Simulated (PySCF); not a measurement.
C6H9ClO2Si: full NMR table

| Quantity | Value |
| --- | --- |
| Formula | C6H9ClO2Si |
| SMILES | O=CO[C@@H]1C=CCC[Si@H]1Cl |
| InChI | InChI=1S/C6H9ClO2Si/c7-10-4-2-1-3-6(10)9-5-8/h1,3,5-6,10H,2,4H2/t6-,10+/m0/s1 |
| Point group of the computed structure | C1 |
| Degrees of unsaturation | 3 |
| Carbon signals | 6 |
| Proton signals | 9 |

Numbering as in the mapped SMILES `[O:1]=[CH:2][O:3][C@@H:4]1[CH:5]=[CH:6][CH2:7][CH2:8][Si@H:9]1[Cl:10]`. Each H is labelled by its parent atom. Ha(C7), Ha(C8) are cis to O3 on the ring; Hb(C7), Hb(C8) are trans to O3 on the ring.

One computed conformer, no relativistic terms, in vacuum. Coordinates at the GFN2-xTB level; σ from GIAO-PBE0/pcSseg-1; PySCF 2.14.

Referencing at the same level of theory: 1H, 13C, 29Si against TMS; 17O vs H2O.

| carbon | δC, type | δH (multiplicity) | HMBC from (2–3 bonds) | span of the C tensor (ppm) |
| --- | --- | --- | --- | --- |
| C2 | 168.5, CH | 8.05 (s) | H(C4) | 155 |
| C4 | 70.8, CH | 4.70 (m) | H(C2), H(C5), H(C6), H(Si9), Hb(C8), Ha(C8) | 57 |
| C5 | 133.2, CH | 5.96 (m) | H(C6), H(Si9), H(C4), Hb(C7), Ha(C7) | 185 |
| C6 | 138.9, CH | 5.88 (m) | H(C5), H(C4), Hb(C7), Ha(C7), Hb(C8), Ha(C8) | 215 |
| C7 | 30.1, CH2 | Ha(C7) 2.43 (m); Hb(C7) 2.60 (m) | H(C5), H(C6), H(Si9), Hb(C8), Ha(C8) | 20 |
| C8 | 20.9, CH2 | Hb(C8) 1.06 (m); Ha(C8) 0.99 (m) | H(C6), H(Si9), H(C4), Hb(C7), Ha(C7) | 24 |

Other nuclei:
```
 atoms  nucleus                                                    environment  δ (ppm)  σ (ppm)
H(Si9)       1H  hydrogen on a silicon bonded to 2 C, Cl, in a 6-membered ring     5.69    26.03
   Si9     29Si             silicon bonded to 2 C, Cl, H, in a 6-membered ring    -20.1    369.2
    O1      17O                                          ester carbonyl oxygen    421.4    -85.3
    O3      17O                                            ester alkoxy oxygen    227.7    108.4
```

- Carbon types of the structure: 4 × CH, 2 × CH2, leaving 1 H on heteroatoms.
- δC 168.5: ester carbonyl carbon; lone-pair donation from the attached heteroatom keeps it upfield of a ketone carbonyl.
- δC 138.9, 133.2: alkene CH; as expected for a trigonal carbon in a double bond.
- δC 70.8: allylic sp3 CH bonded to O and Si; deshielded by the electronegative neighbour.
- δC 30.1: allylic sp3 CH2; aliphatic region, no heteroatom directly attached.
- δH 5.96, 5.88: hydrogen on an alkene CH; attached to an sp2 carbon and in the plane of the double bond.

Shifts are as computed. Against solution values, carbons near 30 ppm lie about +3 ppm off and those near 130 ppm about +5 ppm. Of 1211 compounds with measured shifts, 218 miss one by over three times the rms of a fit or turn the order of signals round; such compounds aren't used in these exercises. Unscaled 17O shifts of doubly bonded oxygen tend to come out too high, by tens of ppm or more. Experimental scales use liquid or dissolved standards, which lie at an offset from isolated H2O (liquid H2O: subtract about 36 ppm). No couplings were computed; multiplicities are counted from neighbouring protons, with m where these are inequivalent, close in shift, in a saturated or five-membered ring or joined by F or P, and br s for small geminal =CH2 splittings.
